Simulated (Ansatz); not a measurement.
Dissociation curve of K(OtBu), C4H9KO, SMILES CC(C)(C)[O][K]. The C4–H15 bond (C4 also carries C, H, H; H15 carries nothing else) is stretched with both fragments frozen at the PBE0/def2-SVP optimised geometry.

- RKS-PBE0 = restricted PBE0/def2-SVP in Ansatz (a quantum-chemistry and plane-wave program)
- RKS-PBE = restricted PBE/def2-SVP (Ansatz)
- UKS-PBE0 = unrestricted PBE0/def2-SVP run with Ansatz

Energies relative to the lowest point of each curve near equilibrium, in mEh:

| R / Å | RKS-PBE0 | RKS-PBE |
|---|---|---|
| 0.91 | 33.4 | 34.9 |
| 1.06 | 1.2 | 1.6 |
| 1.10 | 0.0 | 0.0 |
| 1.18 | 3.2 | 2.3 |
| 1.24 | 8.9 | 7.4 |
| 1.47 | 43.5 | 39.3 |
| 1.60 | 65.8 | 59.8 |
| 1.83 | 103.1 | 93.9 |
| 2.03 | 131.3 | 119.4 |
| 2.34 | 166.6 | 150.5 |
| 2.68 | 195.1 | 174.7 |
| 3.18 | 222.9 | 196.9 |

Q: Estimate the UKS-PBE0 values at these points.

A: 0.91: 33.4; 1.06: 1.2; 1.10: 0.0; 1.18: 3.2; 1.24: 8.9; 1.47: 43.5; 1.60: 65.8; 1.83: 103.1; 2.03: 131.3; 2.34: 158.2; 2.68: 170.4; 3.18: 176.3 (mEh).

The restricted form behind RKS-PBE0, RKS-PBE keeps the bonding electrons paired and can't separate into open-shell fragments. The unrestricted determinant behind UKS-PBE0 is spin-contaminated at 2.34 to 3.18 Å (<S²> up to 1.0, against 0.00 for a pure singlet).
